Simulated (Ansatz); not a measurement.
Species: C₃H₉Al, SMILES `[Al]([CH3])([CH3])[CH3]` (charge 0, multiplicity 1), formula C$_{3}$H$_{9}$Al.

### Question
How many basis functions does frozen-core CCSD(T)/cc-pVTZ // PBE0-D3(BJ)/def2-SVP in Ansatz (a quantum-chemistry and plane-wave program) use, how many core orbitals are frozen, and how many electrons are correlated?

### Answer
250 basis functions and 8 frozen orbitals, which leaves 24 correlated electrons. Core time is of the order of minutes.
